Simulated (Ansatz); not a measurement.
Reaction (ligand exchange at the In–O bond): `[NH2][In]([NH2])[OH]` + HCl → `[NH2][In]([NH2])[Cl]` + H₂O

Gas-phase electronic energies from Ansatz, PBE0-D4/def2-TZVP geometries. CCSD(T)/CBS adds triple-zeta CCSD(T) − MP2 to the extrapolated MP2 energy (def2 sets, frozen cores). This one scheme is used for every species. def2 core potentials past Kr. For In outer-core shells are correlated without core-valence functions, which leaves a few kJ/mol of doubt a bond. One conformer a species, not always the lowest.

```
               species  CCSD(T)/def2-TZVPP energy (Eh)
`[NH2][In]([NH2])[OH]`                      -377.00695
                   HCl                      -460.33125
`[NH2][In]([NH2])[Cl]`                      -761.03755
                   H₂O                       -76.33701
```

Task: Work out ΔE.

Result: ΔE = (-761.03755) + (-76.33701) − (-377.00695) − (-460.33125) = -0.03636 Eh = -95.5 kJ/mol. CCSD(T)/CBS gives -97.3 kJ/mol.

Largest T1 diagnostic among the species: 0.015.

Leaving LDA and LC-ωPBE aside and taking each functional with its dispersion term where it has one, the values, not all of them listed here, spread over 17.6 kJ/mol, from BHLYP-D4 to BLYP-D4. In def2-TZVPP, CCSD(T) changes the Hartree–Fock value by +20.0 kJ/mol (the triples alone add +2.3 kJ/mol) and MP2 by +18.2 kJ/mol.
